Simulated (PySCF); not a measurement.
HBr$_{2}$FOSi (SMILES O[Si](F)(Br)Br), singlet, at a GFN2-xTB geometry, atoms displaced at random by about 0.08 Å a coordinate; PBE0/STO-3G, gradient by finite differences in PySCF.

The PySCF input:
```python
from pyscf import gto, scf, dft

mol = gto.Mole()
mol.atom = '''
    O    -1.919783   -1.016380   -0.538915
    Si   -0.384973   -0.290074    0.352766
    F    -0.592523   -0.564807    1.938400
    Br    1.149354   -1.222386   -0.314267
    Br   -0.571928    1.887119    0.075445
    H    -2.609614   -0.870752   -0.366403
'''
mol.basis = 'sto-3g'
mol.charge = 0
mol.spin = 0
mol.verbose = 4
mol.build()

mf = dft.RKS(mol)
mf.xc = 'pbe0'
mf.conv_tol = 1e-11
mf.kernel()
scan, done = mf.as_scanner(), []
scan.scf_summary = {}
def energy(d):
    c = mol.atom_coords()
    c[4, 1] += d
    e = scan(mol.set_geom_(c, unit='Bohr', inplace=False))
    done.append(scan.converged)
    return e
h = 0.01
fd = (energy(h) - energy(-h)) / (2 * h)
print('dE/dx =', fd)
```

What the program printed (banner, timings and long lists left out):

```
PySCF version 2.14.0

[INPUT] verbose = 4
[INPUT] num. atoms = 6
[INPUT] num. electrons = 102
[INPUT] charge = 0
[INPUT] spin (= nelec alpha-beta = 2S) = 0
[INPUT] symmetry False subgroup None
[INPUT] Mole.unit = angstrom
[INPUT] Symbol           X                Y                Z      unit          X                Y                Z       unit  Magmom
[INPUT]  1 O     -1.919783000000  -1.016380000000  -0.538915000000 AA   -3.627864088596  -1.920679838485  -1.018401754420 Bohr   0.0
[INPUT]  2 Si    -0.384973000000  -0.290074000000   0.352766000000 AA   -0.727493535352  -0.548160415857   0.666631126058 Bohr   0.0
[INPUT]  3 F     -0.592523000000  -0.564807000000   1.938400000000 AA   -1.119706192506  -1.067330543237   3.663045119857 Bohr   0.0
[INPUT]  4 Br     1.149354000000  -1.222386000000  -0.314267000000 AA    2.171964280173  -2.309974758503  -0.593878559989 Bohr   0.0
[INPUT]  5 Br    -0.571928000000   1.887119000000   0.075445000000 AA   -1.080787282970   3.566138074463   0.142570387468 Bohr   0.0
[INPUT]  6 H     -2.609614000000  -0.870752000000  -0.366403000000 AA   -4.931455750831  -1.645482802417  -0.692401321219 Bohr   0.0

nuclear repulsion = 745.167345115723
number of shells = 28
number of NR pGTOs = 168
number of NR cGTOs = 56
basis = sto-3g
ecp = {}

******** <class 'pyscf.dft.rks.RKS'> ********
method = RKS
initial guess = minao
damping factor = 0
level_shift factor = 0
DIIS = <class 'pyscf.scf.diis.CDIIS'>
diis_start_cycle = 1
diis_space = 8
diis_damp = 0
SCF conv_tol = 1e-11
SCF conv_tol_grad = None
SCF max_cycles = 50
direct_scf = True
direct_scf_tol = 1e-13
XC library pyscf.dft.libxc version 7.1.2
    S. Lehtola, C. Steigemann, M. J. T. Oliveira, and M. A. L. Marques,  SoftwareX 7, 1–5 (2018)
XC functionals = pbe0
    C. Adamo and V. Barone,  J. Chem. Phys. 110, 6158 (1999)
    M. Ernzerhof and G. E. Scuseria,  J. Chem. Phys. 110, 5029 (1999)
radial grids:
    Treutler-Ahlrichs [JCP 102, 346 (1995); DOI:10.1063/1.469408] (M4) radial grids

becke partition: Becke, JCP 88, 2547 (1988); DOI:10.1063/1.454033
pruning grids: <function nwchem_prune>
grids dens level: 3
symmetrized grids: False
atomic radii adjust function: <function treutler_atomic_radii_adjust>
small_rho_cutoff = 0
Set gradient conv threshold to 3.16228e-06
Initial guess from minao.
tot grids = 98184
init E= -5544.358778545
  HOMO = -0.614025480864042  LUMO = -0.269075099441531  gap/eV = 9.38658
cycle= 1 E= -5550.27864682683  delta_E= -5.92  |g|= 0.757  |ddm|= 3.13
  HOMO = -0.0390849914205258  LUMO = 0.0666533362561094  gap/eV = 2.87729
cycle= 2 E= -5550.21785815318  delta_E= 0.0608  |g|=  0.9  |ddm|= 2.75
  HOMO = -0.182556027646265  LUMO = 0.121568691870153  gap/eV = 8.27566
cycle= 3 E= -5550.49992943829  delta_E= -0.282  |g|= 0.127  |ddm|= 1.74
  HOMO = -0.13612275374645  LUMO = 0.130763751388716  gap/eV = 7.26235
cycle= 4 E= -5550.50650104628  delta_E= -0.00657  |g|= 0.0471  |ddm|= 0.358
  HOMO = -0.152597380926998  LUMO = 0.125489040688674  gap/eV = 7.56712
cycle= 5 E= -5550.50731794402  delta_E= -0.000817  |g|= 0.0106  |ddm|= 0.0957
  HOMO = -0.15370154130632  LUMO = 0.125195535948406  gap/eV = 7.58918
cycle= 6 E= -5550.50736833488  delta_E= -5.04e-05  |g|= 0.00178  |ddm|= 0.0261
  HOMO = -0.154121617076824  LUMO = 0.125435348841555  gap/eV = 7.60713
cycle= 7 E= -5550.50736990161  delta_E= -1.57e-06  |g|= 9.59e-05  |ddm|= 0.00438
  HOMO = -0.154076498196429  LUMO = 0.125436301252868  gap/eV = 7.60593
cycle= 8 E= -5550.50736990796  delta_E= -6.36e-09  |g|= 9.06e-06  |ddm|= 0.000362
  HOMO = -0.154072636641677  LUMO = 0.125435140527062  gap/eV = 7.60579
cycle= 9 E= -5550.50736990804  delta_E= -7.46e-11  |g|= 1.54e-06  |ddm|= 4.17e-05
  HOMO = -0.154072947168012  LUMO = 0.125435330369735  gap/eV = 7.60581
cycle= 10 E= -5550.50736990804  delta_E=    0  |g|= 4.03e-07  |ddm|= 5.47e-06
  HOMO = -0.154073191063666  LUMO = 0.12543531081855  gap/eV = 7.60581
Extra cycle  E= -5550.50736990804  delta_E=    0  |g|= 3.03e-07  |ddm|= 1.82e-06
converged SCF energy = -5550.50736990804
Create scanner for <class 'pyscf.dft.rks.RKS'>

WARN: Mole.unit (angstrom) is changed to Bohr

New geometry
   1 O     -1.919783000000  -1.016380000000  -0.538915000000 AA   -3.627864088596  -1.920679838485  -1.018401754420 Bohr
   2 Si    -0.384973000000  -0.290074000000   0.352766000000 AA   -0.727493535352  -0.548160415857   0.666631126058 Bohr
   3 F     -0.592523000000  -0.564807000000   1.938400000000 AA   -1.119706192506  -1.067330543237   3.663045119857 Bohr
   4 Br     1.149354000000  -1.222386000000  -0.314267000000 AA    2.171964280173  -2.309974758503  -0.593878559989 Bohr
   5 Br    -0.571928000000   1.892410772109   0.075445000000 AA   -1.080787282970   3.576138074463   0.142570387468 Bohr
   6 H     -2.609614000000  -0.870752000000  -0.366403000000 AA   -4.931455750831  -1.645482802417  -0.692401321219 Bohr

******** <class 'pyscf.scf.hf.RKS_Scanner'> ********
method = RKS_Scanner
initial guess = minao
damping factor = 0
level_shift factor = 0
DIIS = <class 'pyscf.scf.diis.CDIIS'>
diis_start_cycle = 1
diis_space = 8
diis_damp = 0
SCF conv_tol = 1e-11
SCF conv_tol_grad = None
SCF max_cycles = 50
direct_scf = True
direct_scf_tol = 1e-13
XC library pyscf.dft.libxc version 7.1.2
    S. Lehtola, C. Steigemann, M. J. T. Oliveira, and M. A. L. Marques,  SoftwareX 7, 1–5 (2018)
XC functionals = pbe0
    C. Adamo and V. Barone,  J. Chem. Phys. 110, 6158 (1999)
    M. Ernzerhof and G. E. Scuseria,  J. Chem. Phys. 110, 5029 (1999)
radial grids:
    Treutler-Ahlrichs [JCP 102, 346 (1995); DOI:10.1063/1.469408] (M4) radial grids

becke partition: Becke, JCP 88, 2547 (1988); DOI:10.1063/1.454033
pruning grids: <function nwchem_prune>
grids dens level: 3
symmetrized grids: False
atomic radii adjust function: <function treutler_atomic_radii_adjust>
small_rho_cutoff = 0
Set gradient conv threshold to 3.16228e-06
tot grids = 98184
init E= -5550.50687606326
  HOMO = -0.154433128358344  LUMO = 0.123469250157575  gap/eV = 7.56211
cycle= 1 E= -5550.50744525947  delta_E= -0.000569  |g|= 0.00156  |ddm|= 0.00822
  HOMO = -0.154764222121375  LUMO = 0.124244452524662  gap/eV = 7.59221
cycle= 2 E= -5550.50744549406  delta_E= -2.35e-07  |g|= 0.00155  |ddm|= 0.00666
  HOMO = -0.154333228994115  LUMO = 0.124121218362189  gap/eV = 7.57713
cycle= 3 E= -5550.50744644564  delta_E= -9.52e-07  |g|= 0.000104  |ddm|= 0.00302
  HOMO = -0.154378776349259  LUMO = 0.124102169741013  gap/eV = 7.57785
cycle= 4 E= -5550.50744645051  delta_E= -4.87e-09  |g|= 3.87e-05  |ddm|= 0.000341
  HOMO = -0.154364595976334  LUMO = 0.124102403467628  gap/eV = 7.57747
cycle= 5 E= -5550.5074464511  delta_E= -5.95e-10  |g|= 1.28e-05  |ddm|= 9.4e-05
  HOMO = -0.154366385155781  LUMO = 0.124102323313173  gap/eV = 7.57752
cycle= 6 E= -5550.50744645118  delta_E= -7.82e-11  |g|= 5.19e-07  |ddm|= 2.73e-05
  HOMO = -0.154366371509173  LUMO = 0.124102333444955  gap/eV = 7.57752
cycle= 7 E= -5550.50744645118  delta_E= 1.82e-12  |g|= 5.31e-08  |ddm|= 1.92e-06
  HOMO = -0.154366387162885  LUMO = 0.124102321814133  gap/eV = 7.57752
Extra cycle  E= -5550.50744645118  delta_E= -1.82e-12  |g|= 3.66e-08  |ddm|= 2.28e-07
converged SCF energy = -5550.50744645118

WARN: Mole.unit (angstrom) is changed to Bohr

New geometry
   1 O     -1.919783000000  -1.016380000000  -0.538915000000 AA   -3.627864088596  -1.920679838485  -1.018401754420 Bohr
   2 Si    -0.384973000000  -0.290074000000   0.352766000000 AA   -0.727493535352  -0.548160415857   0.666631126058 Bohr
   3 F     -0.592523000000  -0.564807000000   1.938400000000 AA   -1.119706192506  -1.067330543237   3.663045119857 Bohr
   4 Br     1.149354000000  -1.222386000000  -0.314267000000 AA    2.171964280173  -2.309974758503  -0.593878559989 Bohr
   5 Br    -0.571928000000   1.881827227891   0.075445000000 AA   -1.080787282970   3.556138074463   0.142570387468 Bohr
   6 H     -2.609614000000  -0.870752000000  -0.366403000000 AA   -4.931455750831  -1.645482802417  -0.692401321219 Bohr

******** <class 'pyscf.scf.hf.RKS_Scanner'> ********
method = RKS_Scanner
initial guess = minao
damping factor = 0
level_shift factor = 0
DIIS = <class 'pyscf.scf.diis.CDIIS'>
diis_start_cycle = 1
diis_space = 8
diis_damp = 0
SCF conv_tol = 1e-11
SCF conv_tol_grad = None
SCF max_cycles = 50
direct_scf = True
direct_scf_tol = 1e-13
XC library pyscf.dft.libxc version 7.1.2
    S. Lehtola, C. Steigemann, M. J. T. Oliveira, and M. A. L. Marques,  SoftwareX 7, 1–5 (2018)
XC functionals = pbe0
    C. Adamo and V. Barone,  J. Chem. Phys. 110, 6158 (1999)
    M. Ernzerhof and G. E. Scuseria,  J. Chem. Phys. 110, 5029 (1999)
radial grids:
    Treutler-Ahlrichs [JCP 102, 346 (1995); DOI:10.1063/1.469408] (M4) radial grids

becke partition: Becke, JCP 88, 2547 (1988); DOI:10.1063/1.454033
pruning grids: <function nwchem_prune>
grids dens level: 3
symmetrized grids: False
atomic radii adjust function: <function treutler_atomic_radii_adjust>
small_rho_cutoff = 0
Set gradient conv threshold to 3.16228e-06
tot grids = 98184
init E= -5550.50848643227
  HOMO = -0.153641070334184  LUMO = 0.128030592811658  gap/eV = 7.66468
cycle= 1 E= -5550.50726761879  delta_E= 0.00122  |g|= 0.00312  |ddm|= 0.0164
  HOMO = -0.152988112608651  LUMO = 0.126488881574994  gap/eV = 7.60496
cycle= 2 E= -5550.50726857403  delta_E= -9.55e-07  |g|= 0.00308  |ddm|= 0.0133
  HOMO = -0.153845236937366  LUMO = 0.126732764598484  gap/eV = 7.63492
cycle= 3 E= -5550.50727233693  delta_E= -3.76e-06  |g|= 0.000206  |ddm|= 0.006
  HOMO = -0.15375433944756  LUMO = 0.126770158064194  gap/eV = 7.63346
cycle= 4 E= -5550.50727235619  delta_E= -1.93e-08  |g|= 7.65e-05  |ddm|= 0.000678
  HOMO = -0.153782746047636  LUMO = 0.126769548560791  gap/eV = 7.63422
cycle= 5 E= -5550.50727235847  delta_E= -2.28e-09  |g|= 2.54e-05  |ddm|= 0.000186
  HOMO = -0.153779128274982  LUMO = 0.126769745595005  gap/eV = 7.63412
cycle= 6 E= -5550.50727235876  delta_E= -2.9e-10  |g|= 1.04e-06  |ddm|= 5.42e-05
  HOMO = -0.153779129307665  LUMO = 0.126769739136595  gap/eV = 7.63412
cycle= 7 E= -5550.50727235876  delta_E= -1.82e-12  |g|= 6.4e-08  |ddm|= 3.78e-06
  HOMO = -0.153779121273864  LUMO = 0.126769749980793  gap/eV = 7.63412
Extra cycle  E= -5550.50727235875  delta_E= 1.27e-11  |g|= 4.14e-08  |ddm|= 2.83e-07
converged SCF energy = -5550.50727235875
dE/dx = -0.00870462145030615
```
